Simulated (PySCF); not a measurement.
WH3, SMILES [WH3] (connectivity only; charge and spin as stated), neutral, multiplicity 4.

The structure is a stationary point at PBE-D3(BJ)/def2-TZVPD. The multiplicity is an assumed one; other spin states were not compared. The def2 effective core potentials stand for the cores of W; spin–orbit coupling is left out.

Method: TDA-PBE/def2-TZVPD in PySCF 2.14.0.

Vertical excitations; the highest root listed may be one member of a degenerate set. The molecule is in vacuum.

Computed lowest excited states:
| state | energy (eV) | λ (nm) | f | main pairs |
|---|---|---|---|---|
| root 1 | 2.01 | 616 | 0.000 | α HOMO−1→LUMO+1 50 %, α HOMO→LUMO 50 % |
| root 2 | 2.08 | 595 | 0.003 | α HOMO→LUMO+1, α HOMO−1→LUMO (degenerate set) |
| root 3 | 2.08 | 595 | 0.003 | α HOMO→LUMO, α HOMO−1→LUMO+1 (degenerate set) |
| root 4 | 2.16 | 574 | 0.010 | α HOMO−1→LUMO 49 %, α HOMO→LUMO+1 49 % |
| root 5 | 2.27 | 546 | 0.003 | α HOMO−2→LUMO+1 (degenerate set) |
| root 6 | 2.27 | 546 | 0.003 | α HOMO−2→LUMO (degenerate set) |
| root 7 | 3.07 | 404 | 0.016 | α HOMO−1→LUMO+2 (degenerate set) |
| root 8 | 3.07 | 404 | 0.016 | α HOMO→LUMO+2 (degenerate set) |
| root 9 | 3.49 | 355 | 0.126 | α HOMO−2→LUMO+2 96 % |
| root 10 | 4.52 | 274 | 0.000 | α HOMO−4→LUMO 7 %, α HOMO−3→LUMO+1 7 %, β HOMO→LUMO+1 43 %, β HOMO−1→LUMO 42 % |
Unrestricted roots are not spin-pure.
